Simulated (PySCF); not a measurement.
Compound: C₄H₆OSi.
Numbering: `[SiH3:1][c:2]1[cH:3][cH:4][cH:5][o:6]1`

NICS = −σ at a ghost point: NICS(0) at the centroid of the ring atoms, NICS(1) 1 Å to either side along the normal of their mean plane, zz for the tensor component along that normal. Level: GIAO PBE/pcSseg-2 (PySCF, non-relativistic, gas phase) on the PBE0-D3(BJ)/def2-SVP geometry, one conformer.

Ring bond lengths (Å): C2–C3 1.372, C3–C4 1.427, C4–C5 1.364, C5–O6 1.342, O6–C2 1.363.

Give the NICS values of each ring in ppm.

| ring | type | NICS(0) | NICS(1), two faces | NICS(1)zz, two faces | rms pucker (Å) | centre to ring atoms, mean (Å) |
| --- | --- | --- | --- | --- | --- | --- |
| C2–C3–C4–C5–O6 | 5-membered ring with O; formal bonds all aromatic | -11.1 | -9.5 / -9.5 | -27.9 / -27.9 | 0.00 | 1.17 |

What can be read from them?

- C2–C3–C4–C5–O6: mean NICS(1)zz -27.9 ppm, shielded. The ring is flat and has no four-coordinate atom; by the NICS criterion it is aromatic.

How equal are the bonds by HOMA? HOMA = 1 − mean of α(R − Ropt)² over the ring bonds, with Krygowski's 1993 parameters (CC: Ropt 1.388 Å, α 257.7 Å⁻²; CO: Ropt 1.265 Å, α 157.38 Å⁻²).

- C2–C3–C4–C5–O6: HOMA 0.39; the largest term is that of O6–C2, α(R − Ropt)² = 1.52.

What is the mean of the two in-plane components of NICS at the first NICS(1) probe listed for ring C2–C3–C4–C5–O6, 1 Å off the ring?

The isotropic value is a third of the trace: (3 × -9.5 − (-27.9))/2 = -0.3 ppm.

What are the shieldings of the ring atoms and their hydrogens in the same run (means over atoms taken as equivalent)?

```tsv
atoms	environment	σ isotropic (ppm)
C2	substituted aromatic carbon	25.9
C3	aromatic CH carbon	47.3
C4	aromatic CH carbon	62.4
C5	aromatic CH next to a ring oxygen	25.1
O6	furan-type oxygen	-0.6
H on C3	aromatic hydrogen	24.15
H on C4	aromatic hydrogen	24.59
H on C5	aromatic hydrogen	23.35
```

How do the values depend on the level or the medium?

```
             level  NICS(0), C2–C3–C4–C5–O6  mean NICS(1)zz, C2–C3–C4–C5–O6
 PBE/pcSseg-2, gas                    -11.1                           -27.9
PBE0/pcSseg-1, gas                    -12.0                           -27.8
```

The geometry is the same throughout.

Hardware: one thread of an x86-64 server (shared host). Cost: 46 s. This is the whole shielding run at PBE/pcSseg-2, SCF included.
